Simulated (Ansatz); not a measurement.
Series SeX2: binding per atom (eV) at several levels, gas phase, relaxed structures; Ansatz. Binding counts from free atoms in the multiplicity of their measured ground term, without zero-point energy. A dash marks a value that wasn't run or was left out as unsound. The structures are stationary points that may keep the symmetry of their start. Correlated methods freeze inner cores and use unrestricted references for open shells.

```tsv
species	state	geometry	PBE-D4/def2-TZVP	r2SCAN-D4/def2-TZVP	PBE0-D4/def2-SVP	MP2/def2-TZVP	CCSD(T)/def2-TZVPP
SeBr2	singlet	PBE-D4/def2-TZVP	1.81	1.67	1.60	1.58	1.48
SeCl2	singlet	PBE0-D4/def2-TZVP	2.02	1.87	1.77	1.79	1.67
SeH2 (H2Se)	singlet	PBE-D4/def2-TZVP	2.35	2.36	2.31	2.19	2.33
SeF2	singlet	r2SCAN-D4/def2-TZVP	2.66	2.43	2.28	2.45	2.27
Se(CN)2 (C2SeN2)	singlet	PBE0-D4/def2-SVP	5.04	4.64	4.74	4.76	4.47
Se(CCH)2 (C4H2Se)	singlet	PBE0-D4/def2-SVP	4.71	4.50	4.58	4.53	4.36
SeMe2 (C2H6Se)	singlet	PBE0-D4/def2-TZVP	3.67	3.62	3.64	3.51	3.55
Se(GeH3)2 (Ge2H6Se)	singlet	PBE0-D4/def2-SVP	2.65	2.69	2.64	–	–
Se(SiH3)2 (Si2H6Se)	singlet	PBE0-D4/def2-SVP	2.91	2.96	2.89	2.81	2.89
```

Q: Estimate the column for PBE0-D4/def2-TZVP.

A: SeBr2 1.65; SeCl2 1.86; SeH2 (H2Se) 2.31; SeF2 2.37; Se(CN)2 (C2SeN2) 4.71; Se(CCH)2 (C4H2Se) 4.54; SeMe2 (C2H6Se) 3.63; Se(GeH3)2 (Ge2H6Se) 2.64; Se(SiH3)2 (Si2H6Se) 2.91.
